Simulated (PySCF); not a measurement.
Excitation energy of S by level of theory

S [Ne] 3s2 3p4 (3P) → S [Ne] 3s1 3p5 (3P), as a difference of total energies. All numbers are calculated (PySCF 2.14, scalar relativity by spin-free X2C-1e, in aug-cc-pVDZ-DK). Correlated levels: valence: [Ne] frozen. The calculations carry no spin-orbit coupling.

```json
{"method": "UHF", "excitation energy (eV)": "11.587", "error (eV)": "+2.659"}
{"method": "MP2 (valence)", "excitation energy (eV)": "10.516", "error (eV)": "+1.588"}
{"method": "SCS-MP2 (valence)", "excitation energy (eV)": "10.370", "error (eV)": "+1.442"}
{"method": "CCSD (valence)", "excitation energy (eV)": "9.506", "error (eV)": "+0.578"}
{"method": "CCSD(T) (valence)", "excitation energy (eV)": "9.273", "error (eV)": "+0.345"}
{"method": "CCSDT (valence)", "excitation energy (eV)": "9.256", "error (eV)": "+0.328"}
```

Reference: 8.928 eV (measured; NIST levels, between the centres of gravity of the two terms).

Errors of the correlated levels include the incompleteness of this basis and the frozen core.

The coupled-cluster amplitudes are large for the upper state (T1 above 0.03 or a double amplitude above 0.15), so a single reference is strained.
